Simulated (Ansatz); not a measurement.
Ansatz (a first-principles code) input:
A basis named .json is the Basis Set Exchange file of that set.

Ansatz 0.2 input:
```yaml
crystal:
  periodic: [false, false, false]
  atoms:
    - {symbol: Cl, position_ang: [2.11238237, -1.48098073, -0.17882128]}
    - {symbol: Si, position_ang: [1.28504182, 0.52473462, 0.48185736]}
    - {symbol: Si, position_ang: [-0.87509445, -0.23788371, -0.14988175]}
    - {symbol: Cl, position_ang: [-2.38560853, 1.29615223, 0.00395376]}
    - {symbol: H, position_ang: [1.44882146, 1.20214229, -0.88188977]}
    - {symbol: H, position_ang: [-1.11117771, -0.76854928, -1.52850034]}
    - {symbol: H, position_ang: [-1.43206238, -1.30742118, 0.73547914]}
basis:
  gaussian:
    orbitals: aug-cc-pV_D+d_Z.json
total_charge: -1
magnetization: {spin_polarized: false}
correlation: {method: ccsd_t, electrons: outside_noble_gas}
output: {forces: true}
```

**Question.** Predict the final energy.

**Answer.** -1499.35128 Eh (CCSD(T)/aug-cc-pV(D+d)Z). The basis has 155 functions.

It need not be the lowest isomer of its formula. Whether it binds its extra electron was not tested at this geometry.
